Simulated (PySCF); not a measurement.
Exercise with solution: oscillator strength and radiative lifetime

C2H8FNSi2, SMILES [SiH3]/C=C(\[SiH2]N)F.

Geometry optimised at TPSSh-D3(BJ)/def2-SVP. The structure was generated by enumeration; whether it is a known compound was not checked. One conformer was computed; it need not be the lowest.

TDDFT-PBE/def2-SVPD in PySCF puts the first singlet state with f over 0.02 at 4.45 eV (vertical), with the transition dipole (-0.464, 0.233, -0.025) in atomic units.

### Question
Find the oscillator strength, the wavelength and the radiative lifetime that this transition would have in vacuum if emission retraced absorption.

### Answer

|μ|² = 0.2702 au, so |μ| = 1.32 D. ΔE = 4.45/27.211 = 0.1635 hartree. f = (2/3) ΔE |μ|² = 0.029 (the program prints 0.030).
λ = 1239.84/4.45 = 279 nm; ν = 35892 cm⁻¹.
Einstein's coefficient A = 0.6670 ν² f s⁻¹ (ν in cm⁻¹) = 2.5e7 s⁻¹, so τ = 1/A = 40 ns. This state is S1. The figure is the radiative limit of this one transition; relaxation, internal conversion, crossing to triplets and a medium change what is measured.
